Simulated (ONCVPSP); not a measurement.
Zr: one change to an ONCV potential, before and after

```
Element                 : zirconium (Zr)
Generator               : ONCVPSP 4.0.1
Type                    : optimised norm-conserving Vanderbilt (ONCV)
Functional              : BLYP
Relativity              : scalar-relativistic
Frozen core             : [Kr]
Valence charge          : 4
Reference configuration : 4d2 5s1.75 (charge +0.25)
Partial waves           : 5s: rc 3.10 bohr, ncon 5, nbas 9, qcut 1.7 1/bohr, 2 projectors, debl 3.3 Ha; p scattering state at 0.33 Ha: rc 3.05 bohr, ncon 3, nbas 8, qcut 2.2 1/bohr, 2 projectors, debl 1 Ha; 4d: rc 2.10 bohr, ncon 4, nbas 7, qcut 4.7 1/bohr, 3 projectors, debl 0.6 Ha
Local potential         : polynomial inside 1.45 bohr (lpopt 5, dvloc0 6 Ha)
Core correction         : Teter function fitted to the true core (icmod 2), fcfact 0.5
```

In the p channel the program set the typed energies aside and used 0.050, 1.050 Ha.

All-electron outer shells of the reference configuration (BLYP, scalar-relativistic, ld1.x):

| shell | level (eV) | outermost node (bohr) | outermost maximum (bohr) |
| --- | --- | --- | --- |
| 4p | -33.79 | 0.56 | 1.17 |
| 5s | -5.64 | 1.46 | 3.08 |
| 4d | -4.93 | 0.58 | 1.61 |

Change: local potential polynomial inside 1.45 bohr (lpopt 5, dvloc0 -1 Ha).

Cutoffs: the cutoffs (Ha) at which the residual kinetic energy of the hardest occupied pseudo-wave falls to 1 and 0.1 mHa per electron; they do not see the model core or the augmentation charge, which bear on the density cutoff. Errors are all-electron minus pseudo energies relative to the spin-unpolarised reference configuration.

Problem. Predict the effect on cutoff, ghosts and configuration errors.

Solution. The potential gets neither clearly harder nor softer (14 Ha and 35 Ha → 14 Ha and 35 Ha); the bound ghosts move from d to p, s; the lowest positive-energy flag moves from p at 44.8 eV to d at 89.8 eV; of the 4 tests that both files solve, the error grows in 1 and shrinks in 0 by more than 15 % and 0.3 meV (median size 1.7 → 1.8 meV); the range in which the d phases agree narrows (upper end at the end of the scan → 3.1). In the separable form a ghost depends on how the local part lies against the semilocal potential of the channel, so the choice of the local part can create or remove one.

```csv
quantity,base,changed
"cutoff, loose",14 Ha,14 Ha
"cutoff, tight",35 Ha,35 Ha
bound ghosts,d,"s, p"
GHOST(+) flags under 300 eV,"p at 44.8 eV, s at 57.5 eV","d at 89.8 eV, s at 108.9 eV"
"error for 4d2 5s2, meV [ΔE -1.24 eV]",+0.3,+0.2
"error for 4d2 5s1, meV [ΔE 5.82 eV]",-0.1,-0.5
"error for 4d2 5s0, meV [ΔE 18.86 eV]",-3.1,-3.2
"error for 4d3 5s1, meV [ΔE -0.00 eV]",-40,-41
s: phases at 3.15 bohr within 0.05 rad from the reference energy up to (Ha; the scan ends near 5),1.1,n/a
p: phases at 3.09 bohr within 0.05 rad from the reference energy up to (Ha; the scan ends near 5),1.5,1.9
d: phases at 2.13 bohr within 0.05 rad from the reference energy up to (Ha; the scan ends near 5),to the end of the scan,3.1
"rms error of d²Exc/dni dnj with the model core, mHa",3.30,3.30
```

 A true bound ghost makes a file unfit for plane-wave use even where its test errors are small: the radial tests pick states by their node count and pass the ghost by.
